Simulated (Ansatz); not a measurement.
System: C₂H₇ClSi₂, charge 0, multiplicity 1. 
Coordinates optimised at B3LYP-D3(BJ)/def2-TZVP (Ansatz, a program for electronic structure):
```xyz
12

C     -3.1280     0.4618    -0.0070
C     -1.9262     0.3177    -0.5623
Si    -0.8021    -1.1309    -0.2418
Si     1.1438    -0.3708     0.8236
Cl     1.9558     1.1354    -0.3658
H     -3.5450    -0.2844     0.6609
H     -3.7496     1.3307    -0.1961
H     -1.5643     1.1043    -1.2200
H     -1.4954    -2.1191     0.6227
H     -0.3944    -1.7872    -1.5089
H      0.8621     0.2210     2.1512
H      2.1781    -1.4193     0.9788
```
Charge 0, spin multiplicity 1.

Basis-set convergence of Hartree-Fock and MP2 correlation energies (hartree) with Ansatz. Valence correlation only, unless marked. Spin-orbit coupling is left out. Non-relativistic.

| basis | functions | E(HF) | E(corr, MP2) |
|---|---|---|---|
| cc-pV(D+d)Z | 132 | -1117.22394 | -0.59947 |
| cc-pV(T+d)Z | 275 | -1117.28757 | -0.75698 |
| cc-pV(Q+d)Z | 512 | -1117.30296 | -0.81559 |

Extrapolating the two largest sets (X = 3 and 4) as X^-3: E(corr) = (64·(-0.81559) - 27·(-0.75698))/37 = -0.8584 Eh, an estimate of the basis-set limit. The largest set recovers 95.0 % of it, the smallest 69.8 %.
